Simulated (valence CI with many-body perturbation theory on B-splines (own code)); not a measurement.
**Which ion has this spectrum?**

A relativistic CI+MBPT calculation for an atom or ion with 41 electrons gives these levels (cm⁻¹):

| J | Parity | E | g |
| --- | --- | --- | --- |
| 1/2 | even | 0.0 | 3.33 |
| 3/2 | even | 149 | 1.87 |
| 5/2 | even | 376 | 1.66 |
| 7/2 | even | 679 | 1.59 |
| 3/2 | even | 853 | 0.40 |
| 9/2 | even | 1025 | 1.55 |
| 5/2 | even | 1284 | 1.03 |
| 7/2 | even | 1845 | 1.24 |
| 9/2 | even | 2488 | 1.33 |
| 1/2 | even | 5047 | 2.65 |
| 3/2 | even | 5335 | 1.72 |
| 5/2 | even | 5980 | 1.60 |
| 1/2 | even | 8373 | 0.04 |
| 3/2 | even | 8638 | 1.20 |

The energies are calculated, with errors of about 110 cm⁻¹, more in some levels.

Task: Which is it?
A. Ru3+
B. Mo+
C. Nb
D. Tc2+

Result: C. Nb, ground level 4d⁴5s ⁶D_1/2.
